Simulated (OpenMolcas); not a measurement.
## Ni3+ in K2NaGaF6: curves along the breathing mode

Ni3+ with its 6 nearest fluoride ions, on the Ga site of K2NaGaF6 (a = 8.246 Å, distance in the model lattice 1.938 Å). The rest of the host is ab initio model potentials to 7.6 Å, with orthogonalisation functions on the cations behind the ligands, and point charges beyond; the distance is set by hand and nothing relaxes. Ligand basis ANO-RCC-VDZP.

| Property | Result |
| --- | --- |
| Program | OpenMolcas 26.06 |
| Method | CASSCF |
| Basis | ANO-RCC-VDZP [5s4p2d1f] |
| Scalar Hamiltonian | DKH2, point nucleus |
| Active space | 7 electrons in 5 orbitals (3d) |
| State averaging | 2S+1 = 4 even, 10 roots; 2S+1 = 2 even, 40 roots |
| Spin-orbit coupling | state interaction with AMFI integrals over the reference wave functions |

Spin-free energies (labels of O, the rotations of Oh) in cm-1 above the lowest fitted minimum, as all ligands move together:

```json
{"R (Å)": "1.793", "4T1": "2490", "4T2": "15750", "2E": "10130", "2T2": "22870", "4A2": "30940", "2T1": "22750", "2T1(2)": "29120"}
{"R (Å)": "1.835", "4T1": "190", "4T2": "11980", "2E": "9460", "2T2": "20590", "4A2": "25600", "2T1": "20600", "2T1(2)": "26760"}
{"R (Å)": "1.877", "4T1": "350", "4T2": "10870", "2E": "11030", "2T2": "20750", "4A2": "23150", "2T1": "20880", "2T1(2)": "26840"}
{"R (Å)": "1.92", "4T1": "2670", "4T2": "12080", "2E": "14600", "2T2": "23050", "4A2": "23180", "2T1": "23310", "2T1(2)": "29060"}
{"R (Å)": "1.962", "4T1": "6750", "4T2": "15230", "2E": "19750", "2T2": "27090", "4A2": "25340", "2T1": "27480", "2T1(2)": "33040"}
{"R (Å)": "2.004", "4T1": "12400", "4T2": "20080", "2E": "26320", "2T2": "32690", "4A2": "29350", "2T1": "33200", "2T1(2)": "38580"}
{"R (Å)": "2.046", "4T1": "19470", "4T2": "26460", "2E": "34200", "2T2": "39680", "4A2": "34990", "2T1": "40320", "2T1(2)": "45520"}
```

Cubic fits give the following; the wavenumber is harmonic, with the mass of all moving ligands, small differences in it between states hang on the degree of the fit, a number in brackets counts states of one label, and the table is a selection of at most 14 states with clean curves.

```json
{"State": "4T1", "R0 (Å)": "1.854", "Breathing mode (cm-1)": "614", "Minimum (cm-1)": "0"}
{"State": "4T2", "R0 (Å)": "1.876", "Breathing mode (cm-1)": "620", "Minimum (cm-1)": "10860"}
{"State": "2E", "R0 (Å)": "1.825", "Breathing mode (cm-1)": "607", "Minimum (cm-1)": "9440"}
{"State": "2T2", "R0 (Å)": "1.854", "Breathing mode (cm-1)": "611", "Minimum (cm-1)": "20400"}
{"State": "4A2", "R0 (Å)": "1.898", "Breathing mode (cm-1)": "623", "Minimum (cm-1)": "22840"}
{"State": "2T1", "R0 (Å)": "1.851", "Breathing mode (cm-1)": "613", "Minimum (cm-1)": "20460"}
{"State": "2T1(2)", "R0 (Å)": "1.855", "Breathing mode (cm-1)": "611", "Minimum (cm-1)": "26540"}
{"State": "4T1(2)", "R0 (Å)": "1.873", "Breathing mode (cm-1)": "620", "Minimum (cm-1)": "28320"}
{"State": "2A1", "R0 (Å)": "1.874", "Breathing mode (cm-1)": "620", "Minimum (cm-1)": "30620"}
{"State": "2T2(2)", "R0 (Å)": "1.870", "Breathing mode (cm-1)": "616", "Minimum (cm-1)": "32180"}
{"State": "2T1(3)", "R0 (Å)": "1.874", "Breathing mode (cm-1)": "620", "Minimum (cm-1)": "35130"}
{"State": "2E(2)", "R0 (Å)": "1.875", "Breathing mode (cm-1)": "619", "Minimum (cm-1)": "37780"}
{"State": "2T2(3)", "R0 (Å)": "1.878", "Breathing mode (cm-1)": "616", "Minimum (cm-1)": "41860"}
{"State": "2T1(4)", "R0 (Å)": "1.882", "Breathing mode (cm-1)": "611", "Minimum (cm-1)": "43280"}
```

The minimum of 4T2 is shifted by +0.0227 Å against 4T1 (from the unrounded fits). With M = 114.0 u for the moving shell, the Huang-Rhys factor in this mode is S = M ω ΔR² / 2ħ = 0.01483 × 114.0 × 614 × 0.0227² = 0.53. Only the first shell moves, against a rigid host.

An orbital triplet at a regular site is open to Jahn-Teller coupling, which can distort the site and quench the lowest spin-orbit gaps and is left out. Without dynamic correlation the repulsion within the d shell is too large (B by tens of per cent), so at a given field states of lower spin stand too high. This shell can be high or low spin here, a state of another spin lies low, and with metal d orbitals alone active their balance is uncertain, so the ground spin may be wrong. Ligand-to-metal charge-transfer states are missing. With no ligand orbital active B as a rule stays too high, so bands that hang on it stand too high and its fall with covalency is understated. With metal d orbitals alone and no dynamic correlation 10Dq can be off by a tenth to a fifth, either way, in oxide and fluoride hosts. No measured value stands beside these numbers.
